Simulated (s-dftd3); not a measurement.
CH3Cd, charge +1, singlet, geometry from GFN2-xTB (such geometries of metal compounds can be far from the true shape); D3(bj) for pbe0 (s-dftd3).

Input for s-dftd3:
```
$ s-dftd3 mol.xyz --bj pbe0 --json dftd3.json --noedisp --grad

# file mol.xyz
5

Cd    -0.24990741    -0.15685804    -0.19594938
C      1.26333355     0.79294976     0.99056455
H      1.79956127    -0.02050473     1.49205259
H      0.72593198     1.44551340     1.68777248
H      1.89006125     1.34647864     0.28235779
```

**Question.** Predict the main parts of the log of this s-dftd3 run.

**Answer.** 
```
-----------------------------------
 s i m p l e   D F T - D 3  v1.4.0
-----------------------------------

Rational (Becke-Johnson) damping: pbe0-D3(BJ)
---------------------
  s6         1.0000
  s8         1.2177
  s9         0.0000
  a1         0.4145
  a2         4.8593
 alp        14.0000
--------------------

Dispersion energy:      -2.2057038907500E-03 Eh

Gradient norm:           2.7392059012649E-04 Eh/a0
--------------------------------------------------
     #    Z           dE/dx      dE/dy      dE/dz
--------------------------------------------------
     1   48 Cd    1.668E-04  1.047E-04  1.308E-04
     2    6 C    -8.121E-05 -5.098E-05 -6.368E-05
     3    1 H    -3.423E-05 -1.457E-06 -2.825E-05
     4    1 H    -1.553E-05 -2.698E-05 -3.165E-05
     5    1 H    -3.580E-05 -2.526E-05 -7.183E-06
--------------------------------------------------

Virial:
--------------------------------------------------
      component           x          y          z
--------------------------------------------------
          x      -5.382E-04 -3.033E-04 -3.789E-04
          y      -3.033E-04 -2.453E-04 -2.378E-04
          z      -3.789E-04 -2.378E-04 -3.521E-04
--------------------------------------------------

[Info] JSON dump of results written to 'dftd3.json'
```
